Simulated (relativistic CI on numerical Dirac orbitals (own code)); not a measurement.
**Magnetism of Mn⁵⁺, 3d2, in a crystal field**

Calculated by Dirac-Coulomb-Breit CI, KLI orbitals optimised for each configuration, QED by a radiative potential, one configuration in a parametric crystal field, unscaled Slater integrals (own radial code). With so little scaling, terms lie 10 to 35 % too far apart, which can change the order of excited levels.

Field parameters in Wybourne normalisation: Td as Oh with Dq negative (B⁴₀ = 21Dq, B⁴₄ = √(5/14) B⁴₀). The field is a parameter set, without covalency.

S is read from ⟨S²⟩ = S(S + 1).

Powder χT (cm³ K mol⁻¹) by Van Vleck's formula, with temperature-independent terms:

| Field | 2 K | 5 K | 10 K | 20 K | 50 K | 100 K | 200 K | 300 K |
| --- | --- | --- | --- | --- | --- | --- | --- | --- |
| Td, 10Dq = -2600 cm⁻¹ | 0.41 | 0.412 | 0.416 | 0.423 | 0.445 | 0.482 | 0.555 | 0.628 |
| Td, 10Dq = -6800 cm⁻¹ | 0.744 | 0.745 | 0.747 | 0.75 | 0.759 | 0.774 | 0.804 | 0.835 |
| Td, 10Dq = -8900 cm⁻¹ | 0.803 | 0.804 | 0.805 | 0.807 | 0.814 | 0.826 | 0.849 | 0.872 |
| Td, 10Dq = -11000 cm⁻¹ | 0.84 | 0.84 | 0.841 | 0.843 | 0.849 | 0.858 | 0.877 | 0.896 |
| Td, 10Dq = -13050 cm⁻¹ | 0.865 | 0.865 | 0.866 | 0.868 | 0.873 | 0.881 | 0.897 | 0.912 |
| Td, 10Dq = -15150 cm⁻¹ | 0.884 | 0.884 | 0.885 | 0.886 | 0.89 | 0.897 | 0.911 | 0.925 |
| Td, 10Dq = -17250 cm⁻¹ | 0.898 | 0.898 | 0.899 | 0.9 | 0.904 | 0.91 | 0.922 | 0.934 |
| Td, 10Dq = -19350 cm⁻¹ | 0.909 | 0.91 | 0.91 | 0.911 | 0.914 | 0.92 | 0.931 | 0.941 |

**Question.** For Td, 10Dq = -13050 cm⁻¹: what effective moment follows at 300 K?

**Answer.** μ_eff = √(8χT) = 2.70 μB. The ground level has S = 1.00; the spin-only moment for S = 1 is 2.83 μB. The difference comes from the orbital moment, spin-orbit mixing of terms and temperature-independent paramagnetism, all larger in this ionic model than in covalent complexes.
